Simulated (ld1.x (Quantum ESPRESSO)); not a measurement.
## Br (Z = 35), PAW: configuration errors across variants

bromine, PAW, made with ld1.x (Quantum ESPRESSO) 7.5 (BP86, scalar-relativistic). Core [Ne], reference 3s2 3p6 3d10 4s2 4p5. Waves: 3s (bound): rcut 0.85, rcutus 0.90 bohr; 4s (bound): rcut 0.85, rcutus 0.90 bohr; 3p (bound): rcut 0.85, rcutus 0.95 bohr; 4p (bound): rcut 0.85, rcutus 0.95 bohr; 3d (bound): rcut 0.60, rcutus 0.75 bohr; 3d channel at -2.95 Ry: rcut 0.60, rcutus 0.75 bohr. Local part: all-electron potential smoothed inside 0.65 bohr (lloc = -1). Core correction: Bessel-smoothed model core inside 0.70 bohr. Augmentation charge: BG, radius 0.60 bohr.

All-electron excitation energies from the reference (eV): (1) 3s2 3p6 3d10 4s2 4p4 12.662; (2) 3s2 3p6 3d10 4s2 4p3 35.543; (3) 3s2 3p6 3d10 4s2 4p2 69.672.

The overlap operator is not positive definite (basis up to 400 Ry) in “base”, “local potential all-electron potential smoothed inside 0.44 bohr (lloc = -1)”, “local potential all-electron potential smoothed inside 0.54 bohr (lloc = -1)”, “local potential all-electron potential smoothed inside 0.68 bohr (lloc = -1)”, “local potential all-electron potential smoothed inside 0.84 bohr (lloc = -1)”, “local potential all-electron potential smoothed inside 1.08 bohr (lloc = -1)”. Such files are unfit for use, however small their errors in these radial tests.

Errors AE − PS in meV (a dash: test not solved or not reliable):

```tsv
change	(1)	(2)	(3)	bound ghosts
base	+0.1	+12	+61	not determined (overlap not positive)
local potential all-electron potential smoothed inside 0.44 bohr (lloc = -1)	-5.9	-42	-156	not determined (overlap not positive)
local potential all-electron potential smoothed inside 0.54 bohr (lloc = -1)	+1.4	+21	+92	not determined (overlap not positive)
local potential all-electron potential smoothed inside 0.68 bohr (lloc = -1)	-0.2	+11	+58	not determined (overlap not positive)
local potential all-electron potential smoothed inside 0.84 bohr (lloc = -1)	+1.1	+25	+120	not determined (overlap not positive)
local potential all-electron potential smoothed inside 1.08 bohr (lloc = -1)	-3.3	-20	-76	not determined (overlap not positive)
```

Q: Give the same row for: local potential all-electron potential smoothed inside 0.96 bohr (lloc = -1).

A: -1.0, +1.7, +19; bound ghosts: not determined (overlap not positive). Its overlap operator is not positive definite in a basis up to 400 Ry (lowest eigenvalue s -0.01), so the file is unfit for use: the generalised eigenproblem breaks down once the basis is large enough, and its test numbers describe a broken file.
